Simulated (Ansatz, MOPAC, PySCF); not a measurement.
Isomers of C2H6OSn: 1 is C[O][Sn][CH3], 2 is C=[CH][SnH2][OH]; one conformer of each (the lowest of an xTB search), B3LYP-D3(BJ)/def2-TZVP minima.
Isomer 1 (charge 0, multiplicity 1):
```xyz
10

C     -1.64125    -0.20592     0.09940
O     -1.20014     0.80250     0.97897
Sn     0.64952     1.42377     1.39570
C      1.74106     0.03614     0.05128
H     -2.21332    -0.95705     0.65440
H     -2.30293     0.22661    -0.65864
H     -0.82082    -0.71606    -0.41654
H      1.53884    -1.00364     0.32086
H      2.81553     0.21250     0.12461
H      1.43350     0.18116    -0.98749
```
Isomer 2 (charge 0, multiplicity 1):
```xyz
10

C     -2.00668     0.05965     0.10682
C     -0.89925    -0.12812    -0.60254
Sn     1.02495     0.39849     0.13438
O      2.04367    -1.30931     0.09312
H     -2.98602    -0.21321    -0.27532
H     -1.99418     0.48888     1.10351
H     -0.96708    -0.56765    -1.59266
H      0.90676     0.94281     1.75827
H      1.88031     1.51547    -0.85087
H      2.99751    -1.18702     0.12528
```

No zero-point or thermal terms.

The state that PM3 reach isn't checked.

Codes used: Ansatz (Gaussian orbitals); MOPAC for PM3 (differences of heats of formation); PySCF for the dispersion terms.  In def2 rows elements past Kr take small-core potentials, without spin–orbit coupling.

Q: What is the computed electronic energy of isomer 2 less that of isomer 1 (BLYP-D3(BJ)/def2-TZVPP)?

A: 27.2 kcal/mol

Q: Predict the electronic energy of isomer 2 less that of isomer 1 from PM3.

A: 36.4 kcal/mol

Q: Estimate the electronic energy of isomer 2 less that of isomer 1 that HF/def2-TZVPP returns for this input.

A: 16.6 kcal/mol

Ansatz is a program for electronic structure.
